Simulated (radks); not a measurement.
Question: These are the eigenvalues of the occupied orbitals of an atom or ion with whole-number occupations (eV). Method: scalar-relativistic Kohn-Sham, LB94 model potential, spin-unpolarised, spherical densities, finite nucleus; Fermi nuclear charge, rms radius of each element as measured or else 0.836 A^(1/3) + 0.57 fm; computed with a radial shooting solver on a logarithmic mesh with Libxc functionals.

orbital  eigenvalue
1s        -35966.41
2s        -5665.727
2p        -5089.186
3s        -1194.547
3p        -1008.339
3d        -733.9916
4s        -233.4389
4p        -174.2363
4d         -87.9348
5s         -37.7323
5p         -24.0443

Which element is it, and in what charge state? The configuration may be excited.

Answer: Z = 55, caesium, charge +1: Cs+ in [Xe]. The list shows which subshells hold electrons but not how many an open one holds; the 1s level, -1321.7 hartree, gives Z - s = 51.4 by -(Z - s)^2/2, which with screening and relativity narrows Z to a few neighbours, and the depths of the outer levels then fix element, charge and occupations together.
